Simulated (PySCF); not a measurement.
**Computed NMR parameters against published values**

Numbering as in the mapped SMILES `[Cl:1][c:2]1[cH:3][cH:4][n:5][cH:6][cH:7]1`. Hydrogens are named by the atom that carries them.

Published estimates (parent shift plus substituent increments) and measurements: δ ¹H H(C4)/H(C6) 8.59; H(C3)/H(C7) 7.30 ppm (estimated from measurements, as parent shift plus tabulated substituent increment; solution, not stated per compound (mostly CDCl3 or CCl4); Pretsch, Buehlmann, Badertscher, Structure Determination of Organic Compounds, 4th ed. (2009)).

[PySCF 2.14: shieldings: GIAO PBE0/pcSseg-2; structure optimised with PBE0-D3(BJ)/def2-TZVP; relativity neglected; no solvent; rapidly exchanging positions averaged; one conformer]

**Question.** How close does the calculation come?

**Answer.** 
Reference values: estimated from measurements, as parent shift plus tabulated substituent increment (solution, not stated per compound (mostly CDCl3 or CCl4); Pretsch, Buehlmann, Badertscher, Structure Determination of Organic Compounds, 4th ed. (2009)).
```csv
atoms,quantity,reference,computed,"computed, scaled"
H(C4)/H(C6),δ ¹H,8.59,8.86,8.37
H(C3)/H(C7),δ ¹H,7.30,7.48,7.10
```

Computed shifts are σ(ref) − σ with the named reference compound (TMS for H and C) calculated as an isolated molecule at the same level. The measured values may be among those fitted. Expected solution values come from regression of measured δ (H and C: mostly CDCl3, vs TMS) on computed σ: ¹H (scatter 0.15 ppm rms, 0.16 ppm with the 4 outliers that the fit left out). A few per cent of atoms miss by over 2 rms, more outside the fitted compound classes.

**Question.** How far are the unscaled ¹H shifts from the references?

**Answer.** Mean signed difference +0.23 ppm, mean absolute 0.23 ppm over 2 comparisons; the largest is +0.27 ppm at H(C4)/H(C6) (hydrogen on an aromatic CH next to a ring nitrogen).
